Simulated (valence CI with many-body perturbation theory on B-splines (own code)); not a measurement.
Results of a calculation; reference values are marked as such.
# Sensitivity of CI+MBPT for Ce26+

Level of theory: relativistic CI+MBPT: four valence electrons over a frozen Dirac-Fock core [Ar] 3d10, radial functions for each j: 6 s, 6 p, 5 d, 3 f, 1 g, with the one-electron correlation potential Σ1 (screened to all orders), the two-electron term Σ2, the three-electron term Σ3, Breit, model QED; selected single and double excitations, second order for the rest, scaled by the run's own slope (own B-spline code, finite nucleus).

The last digits are not significant, and no measured levels were compared; by estimate large intervals hold to a few tenths of a per cent, small ones and those within an open d or f shell to about a per cent.

The reference run has the lowest level (4s^2 4p1/2^2) J=0 and an ionisation energy of 926.028 eV. Its largest variational space holds 9997 state functions.

Levels are named by their leading jj configuration (3d3/2^4 stands for four electrons in 3d with j = 3/2), which in mixed levels can hold well under half, so a name can repeat and another be missing. Letters in brackets count levels of one name in rising energy.

| Level | Reference (cm⁻¹) | Shift (cm⁻¹) |
| --- | --- | --- |
| (4s^2 4p1/2 4p3/2) J=1 | 178537 | -289 |
| (4s^2 4p1/2 4p3/2) J=2 | 201565 | -242 |
| (4s^2 4p3/2^2) J=2 | 397532 | -483 |
| (4s^2 4p3/2^2) J=0 | 450390 | -340 |
| (4s 4p1/2^2 4p3/2) J=2 | 643342 | -417 |
| (4s 4p1/2^2 4p3/2) J=1 | 724649 | -295 |
| (4s 4p1/2 4p3/2^2) J=2 [a] | 812325 | -623 |
| (4s 4p1/2 4p3/2^2) J=3 | 855149 | -595 |
| (4s 4p1/2 4p3/2^2) J=0 | 902341 | -462 |
| (4s 4p1/2 4p3/2^2) J=2 [b] | 918547 | -515 |
| (4s 4p1/2 4p3/2^2) J=1 [a] | 922899 | -494 |
| (4s 4p1/2 4p3/2^2) J=1 [b] | 967198 | -354 |

The ionisation energy moves by -0.191 eV.

(1) Which of these changes was made?
A. core polarisation of operators on → off; averaging of valence orbitals over low configurations on → off
B. three-electron term on → off; scale of Σ1 1 → 0.8
C. correlating orbitals by l 3 3 3 2 1 → 3 6 1 4 1; Breit term on → off; QED terms on → off

Results:

(1) B. three-electron term on → off; scale of Σ1 1 → 0.8.
